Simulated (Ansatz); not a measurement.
Basis sets compared for SiI2. Charge 0, multiplicity 1. Geometry r2SCAN-D4/def2-TZVP. Ansatz on 4 threads of Arm Neoverse V2 on a shared host; times are rough, and most runs start from earlier orbitals.

```xyz
3

Si   -0.2117    0.8329    0.5648
I    -1.3704   -1.3654    0.5634
I     1.5821    0.5325   -1.1282
```

In the def2 sets I takes a core potential; there is no spin–orbit coupling.

Binding counts from free atoms (Si triplet, I doublet) in the same basis, without a counterpoise term.

```csv
level,functions,energy (Eh),HOMO (eV),LUMO (eV),binding per atom (eV),wall time
PBE-D4/def2-SVP,70,-884.6863,-6.16,-3.96,2.27,0.45 s
PBE0-D4/def2-SVP,70,-884.7581,-7.18,-3.36,2.15,0.75 s
```

Task: Estimate the rows for PBE-D4/def2-TZVP (with forces), PBE0-D4/def2-TZVP.

Result: 
```csv
level,functions,energy (Eh),HOMO (eV),LUMO (eV),binding per atom (eV),wall time
PBE-D4/def2-TZVP (with forces),137,-884.8080,-6.16,-3.94,2.31,1.1 s
PBE0-D4/def2-TZVP,137,-884.8787,-7.14,-3.29,2.20,1.3 s
```
